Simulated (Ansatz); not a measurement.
Relaxation of AlH5O2Se (9 atoms, charge 0, multiplicity 1), to a largest force component of 0.03 eV/Å in at most 50 steps.

Level of theory: RKS PBE/def2-SVP in Ansatz.

```xyz
9
Properties=species:S:1:pos:R:3
Al -0.503 0.447 -0.108
H 1.254 -1.577 -0.985
O -0.611 1.285 -1.595
O -1.764 -0.670 0.192
H 1.452 -1.128 -0.472
Se 1.257 0.930 1.442
H 0.011 1.972 -1.878
H -1.881 -1.120 1.042
H 0.784 -0.139 2.362
```

Where does it end, and by what steps?

It converged. After 19 steps the energy has fallen by 0.150 eV; H2 moved furthest, 0.61 Å.

| step | energy less start (eV) | largest force component (eV/Å) | accepted |
| --- | --- | --- | --- |
| 0 | 0.0000 | 1.934 | yes |
| 1 | -0.1186 | 0.232 | yes |
| 2 | -0.1147 | 0.171 | no |
| 3 | -0.1234 | 0.103 | yes |
| 4 | -0.1271 | 0.087 | yes |
| 5 | -0.1296 | 0.081 | yes |
| 6 | -0.1257 | 0.438 | no |
| 7 | -0.1311 | 0.060 | yes |
| 8 | -0.1324 | 0.104 | yes |
| 9 | -0.1332 | 0.117 | yes |
| 10 | -0.1315 | 0.306 | no |
| 11 | -0.1350 | 0.071 | yes |
| 12 | -0.1385 | 0.053 | yes |
| 13 | -0.1443 | 0.060 | yes |
| 14 | -0.1426 | 0.463 | no |
| 15 | -0.1459 | 0.045 | yes |
| 16 | -0.1484 | 0.041 | yes |
| 17 | -0.1488 | 0.063 | yes |
| 18 | -0.1495 | 0.082 | yes |
| 19 | -0.1499 | 0.019 | yes |

```xyz
9
Properties=species:S:1:pos:R:3
Al -0.354 0.448 -0.071
H 0.683 -1.626 -0.775
O -0.427 1.260 -1.576
O -1.464 -0.854 0.101
H 1.354 -1.281 -0.946
Se 1.027 1.245 1.644
H 0.112 2.030 -1.809
H -1.675 -1.274 0.948
H 0.743 0.053 2.485
```

The run took 36 s on 2 threads of Intel(R) Xeon(R) Platinum 8259CL CPU @ 2.50GHz (Skylake/Cascade Lake), on a shared host, peak memory 0.16 GiB.
